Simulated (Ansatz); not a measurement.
C2H3F2NSn, SMILES `[CH3][Sn]([F])([F])[C]#N` at its PBE0-D4/def2-TZVP geometry, where that method's forces vanish. Total charge 0; spin multiplicity 1. Sn takes the def2 core potential.

| atom | x (Å) | y (Å) | z (Å) |
| --- | --- | --- | --- |
| C1 | -1.286 | -0.702 | 0.390 |
| Sn2 | 0.273 | 0.380 | -0.514 |
| F3 | 0.719 | -0.331 | -2.219 |
| F4 | -0.241 | 2.172 | -0.881 |
| C5 | 2.102 | 0.540 | 0.497 |
| N6 | 3.074 | 0.584 | 1.114 |
| H7 | -1.523 | -0.246 | 1.350 |
| H8 | -0.967 | -1.733 | 0.531 |
| H9 | -2.152 | -0.664 | -0.268 |

For each bond, give half the difference of the two atoms' forces along it (eV/Å; positive pushes the atoms apart) under PBE-D4, r2SCAN-D4, B3LYP-D4, ωB97M-V in def2-TZVPP. (Estimate.)

The calculation gave: 
```json
{"bond": "C1–Sn2", "length (Å)": "2.101", "PBE-D4": "-0.08", "r2SCAN-D4": "0.03", "B3LYP-D4": "0.12", "ωB97M-V": "-0.06"}
{"bond": "C1–H7", "length (Å)": "1.089", "PBE-D4": "0.08", "r2SCAN-D4": "-0.03", "B3LYP-D4": "-0.09", "ωB97M-V": "-0.04"}
{"bond": "C1–H8", "length (Å)": "1.089", "PBE-D4": "0.08", "r2SCAN-D4": "-0.03", "B3LYP-D4": "-0.09", "ωB97M-V": "-0.04"}
{"bond": "C1–H9", "length (Å)": "1.089", "PBE-D4": "0.07", "r2SCAN-D4": "-0.04", "B3LYP-D4": "-0.10", "ωB97M-V": "-0.04"}
{"bond": "Sn2–F3", "length (Å)": "1.901", "PBE-D4": "0.51", "r2SCAN-D4": "0.09", "B3LYP-D4": "0.25", "ωB97M-V": "0.04"}
{"bond": "Sn2–F4", "length (Å)": "1.901", "PBE-D4": "0.51", "r2SCAN-D4": "0.09", "B3LYP-D4": "0.25", "ωB97M-V": "0.04"}
{"bond": "Sn2–C5", "length (Å)": "2.097", "PBE-D4": "-0.75", "r2SCAN-D4": "-0.25", "B3LYP-D4": "0.00", "ωB97M-V": "0.11"}
{"bond": "C5–N6", "length (Å)": "1.152", "PBE-D4": "1.43", "r2SCAN-D4": "0.52", "B3LYP-D4": "-0.03", "ωB97M-V": "-0.22"}
```

B3LYP here is the variant with VWN-RPA as its local correlation; programs differ in this.

All numbers were calculated with Ansatz.
